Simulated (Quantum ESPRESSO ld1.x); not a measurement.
Values are calculated unless marked as measured or tabulated.
Ti, configuration [Ar] 3d2 4s2. Level of theory: scalar-relativistic Kohn-Sham, relativistic LDA (MacDonald-Vosko exchange, VWN5 correlation), spin-unpolarised, spherical densities, point nucleus (ld1.x of Quantum ESPRESSO 7.5).

Radial electron density D(r) = 4 pi r^2 rho(r):

```
   r/bohr * D(r) (the largest magnitude, 27.8, reaches the edge; | marks zero)
 0.003687 | *
 0.005077 |   *
 0.007048 |      *
 0.009706 |          *
  0.01337 |                 *
  0.01841 |                          *
  0.02535 |                                     *
  0.03491 |                                               *
  0.04846 |                                                   *
  0.06673 |                                               *
   0.0919 |                                       *
   0.1266 |                                       *
   0.1743 |                                                 *
     0.24 |                                                      *
   0.3305 |                                        *
   0.4588 |                   *
   0.6319 |                *
   0.8702 |                   *
    1.198 |              *
     1.65 |     *
    2.273 |  *
    3.155 | *
    4.345 |*
    5.983 *
     8.24 *
    11.35 *
```

D(r) has 3 maxima, at r = 0.0481, 0.227, 0.870 bohr, and minima at 0.110, 0.569 bohr, inside which lie 2.14, 10.44 electrons.
